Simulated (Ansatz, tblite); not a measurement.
Cost and result up the ladder for [GaF4]- (GaF₄⁻) (5 atoms). Total charge -1; singlet. Geometry: PBE0-D4/def2-SVPD.

```tsv
atom	x (Å)	y (Å)	z (Å)
Ga1	0.000	0.000	0.000
F2	1.656	-0.242	0.651
F3	-0.774	1.387	0.837
F4	-0.974	-1.483	0.273
F5	0.093	0.339	-1.761
```

Ansatz on 4 threads of Arm Neoverse N1 on a shared host; xTB runs through tblite on one thread. Times are rough, summed over both states, and most runs start from the orbitals of an earlier one. No level here is sound enough to serve as a yardstick. The other state is a doublet.

The xTB rows come from tblite. HOMO above LUMO, or a gap near zero within one spin, warns that the state may not be the lowest or that an electron is smeared out.

Raw xTB energies of ions are shifted by several eV.

```json
{"level": "GFN1-xTB", "functions": "25", "wall time": "0.009 s", "vertical IE (eV)": "11.39", "remarks": "–"}
{"level": "GFN2-xTB", "functions": "25", "wall time": "0.01 s", "vertical IE (eV)": "11.91", "remarks": "–"}
{"level": "PBE-D4/def2-TZVPD (with forces)", "functions": "214", "wall time": "17 s", "vertical IE (eV)": "6.89", "remarks": "gap within one spin near zero (doublet)"}
{"level": "r2SCAN-D4/def2-TZVPD", "functions": "214", "wall time": "37 s", "vertical IE (eV)": "7.23", "remarks": "–"}
```
